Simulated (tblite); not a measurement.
Compound: C₅H₁₀FN₃Si.
Bonds: C1–N2, N2–Si3, Si3–N4, N4–C5 (aromatic), C5–F6, C5–C7 (aromatic), C7–N8 (aromatic), N8–C9 (aromatic), C9–C10, N4–C9 (aromatic). Hydrogens: H11, H12, H13 on C1; H14 on N2; H15, H16 on Si3; H17 on C7; H18, H19, H20 on C10.

Computed geometry: GFN2-xTB, gas phase.

**Question.** List the bond lengths, angles and torsions at this level.

**Answer.** 
| bond | length (Å) |
| --- | --- |
| C1–N2 | 1.443 |
| N2–Si3 | 1.708 |
| Si3–N4 | 1.759 |
| N4–C5 | 1.366 |
| C5–F6 | 1.338 |
| C5–C7 | 1.355 |
| C7–N8 | 1.367 |
| N8–C9 | 1.301 |
| C9–C10 | 1.483 |
| N4–C9 | 1.372 |
| C1–H11, C1–H12, C1–H13 | 1.091 |
| N2–H14 | 1.009 |
| Si3–H15 | 1.473 |
| Si3–H16 | 1.456 |
| C7–H17 | 1.069 |
| C10–H18, C10–H19, C10–H20 | 1.088 |

Bonds in one row agree within 0.01 Å and their mean is given. A selection of angles:
| angle | degrees |
| --- | --- |
| N2–C1–H11 | 112.2 |
| N2–C1–H12 | 110.3 |
| H11–C1–H12 | 108.6 |
| H11–C1–H13 | 108.2 |
| C1–N2–Si3 | 123.2 |
| C1–N2–H14 | 112.2 |
| Si3–N2–H14 | 120.0 |
| N2–Si3–N4 | 104.6 |
| N2–Si3–H15 | 117.1 |
| N2–Si3–H16 | 109.5 |
| N4–Si3–H15 | 104.6 |
| N4–Si3–H16 | 108.6 |
| H15–Si3–H16 | 111.8 |
| Si3–N4–C5 | 125.8 |
| Si3–N4–C9 | 130.3 |
| C5–N4–C9 | 103.7 |
| N4–C5–F6 | 120.3 |
| N4–C5–C7 | 109.3 |
| F6–C5–C7 | 130.4 |
| C5–C7–N8 | 107.8 |
| C5–C7–H17 | 130.2 |
| N8–C7–H17 | 121.9 |
| C7–N8–C9 | 106.6 |
| N8–C9–C10 | 124.2 |
| N4–C9–N8 | 112.6 |
| N4–C9–C10 | 123.3 |
| C9–C10–H18 | 110.8 |
| C9–C10–H20 | 108.4 |
| H18–C10–H19 | 108.7 |
| H19–C10–H20 | 108.3 |

Dihedral angles: C1–N2–Si3–N4 175° (antiperiplanar); N2–Si3–N4–C5 123° (anticlinal). The mirror-image conformer, all signs reversed, is as good.

N8 (pyridine-type nitrogen) is bent (angle 106.6°). N2 (silicon-bound nitrogen) has angles 123.2°, 120.0° and 112.2°, sum 355.4°, 0.17 Å off the plane of its three neighbours. N4 (pyrrole-type nitrogen) is planar (angles 130.3°, 125.8° and 103.7°, sum 359.8°, 0.04 Å off the plane of its three neighbours). The 5-membered ring N4–C5–C7–N8–C9 has internal angles of 103.7° to 112.6° (sum 540°, against 540° for a flat polygon); it is planar, 0.00 Å rms from its mean plane, widest ring torsion 0°. Si3 (SiH2 silicon) is distorted tetrahedral (angles from 104.6° to 117.1°). Of the pairs four or more bonds apart, Si3···H18 is among the closest relative to their van der Waals radii: 3.03 Å, 92 % of the sum of Bondi's values. The 2 N–Si bonds span 1.708 Å (N2–Si3, drawn single) to 1.759 Å (Si3–N4, drawn single), a spread of 0.051 Å.

Point group: C1 (no symmetry element, even within 0.4 Å). Its GFN2-xTB frequencies are all real (lowest 31 cm⁻¹). One conformer, not necessarily the lowest.

The run took 1.6 s wall on one thread of an Arm Neoverse V1, shared host. That covers the optimisation of the geometry.
